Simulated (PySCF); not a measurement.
Isomers of C2H11NSi2, one conformer each; single-point electronic energies without zero-point terms and without any empirical dispersion term.

Level: PBE0/pcSseg-1 in PySCF, non-relativistic, each on one gas-phase PBE0-D3(BJ)/def2-SVP geometry that isn't relaxed in the solvent. The solvent is an IEF-PCM continuum (van der Waals radii × 1.2). Only the electrostatic response of the medium enters.

```
              isomer  relative energy, gas (kcal/mol)  dipole (D)
`C[Si@@H](N)C[SiH3]`                              0.0        0.92
   `N[SiH2]CC[SiH3]`                             17.0        1.81
```

Question: How do the relative energies look in benzene (ε = 2.271)?

Answer: 
```
              isomer  relative energy, solvent (kcal/mol)  E(solvent) − E(gas) (kcal/mol)  dipole in solvent (D)
`C[Si@@H](N)C[SiH3]`                                  0.0                            -1.6                   1.01
   `N[SiH2]CC[SiH3]`                                 17.0                            -1.6                   2.01
```

The order is unchanged. Conformers: `[CH3:1][Si@@H:2]([NH2:3])[CH2:4][SiH3:5]` with C1–Si2–N3–H -51° and 173°, C1–Si2–C4–Si5 -179°; `[NH2:1][SiH2:2][CH2:3][CH2:4][SiH3:5]` with H–N1–Si2–C3 61° and -159°, N1–Si2–C3–C4 -168°, Si2–C3–C4–Si5 -65°. The gains span 0.0 kcal/mol, the gas-phase energies 17.0 kcal/mol.
